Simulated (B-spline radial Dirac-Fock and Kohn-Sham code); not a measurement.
## Anomalous scattering factors of Sc, 546.1 eV to 2.858 keV

Calculated with a radial B-spline solver, using the dispersion relation over Dirac-Hartree-Slater subshell photoionisation cross sections, with the Kissel-Pratt high-energy constant (isolated atom, no bound-bound lines or fine structure). The forward scattering factor is f₀ + f′ + i f″.

Edges near this range: L1 498.0 eV, L2 403.6 eV, L3 398.7 eV.

```csv
hν (eV),λ (Å),f′ (e),f″ (e),tabulated f′,tabulated f″
546.1,22.70,-5.885,12.220,–,12.35
610.7,20.30,-3.814,10.728,–,10.75
624,19.87,-3.512,10.451,–,10.45
720.6,17.21,-1.999,8.694,–,8.62
854.3,14.51,-0.991,6.876,–,6.79
1000,12.40,-0.524,5.471,-0.25,5.39
1253.6,9.890,-0.291,3.890,-0.11,3.77
1337,9.273,-0.283,3.520,-0.11,3.40
1486.9,8.338,?,?,?,?
1643,7.546,-0.365,2.536,-0.24,2.43
1789,6.930,-0.432,2.209,-0.32,2.11
2000,6.199,-0.541,1.839,-0.46,1.75
2858,4.338,-1.023,1.007,-1.01,0.96
```

Question: What are f′ and f″ at Al Kα (taken as 1486.9 eV)?

Answer: f′ = -0.308 and f″ = 2.977 electrons (tables: -0.16 and 2.86). By the optical theorem f″ corresponds to a photoabsorption cross section 2 rₑ λ f″ = 140000 b.

Tabulated f′: xraylib 4.2 anomalous scattering factors (Cullen et al., EPDL97); f″: Chantler's tables (J. Phys. Chem. Ref. Data 1995 and 2000). Both are theoretical tables.
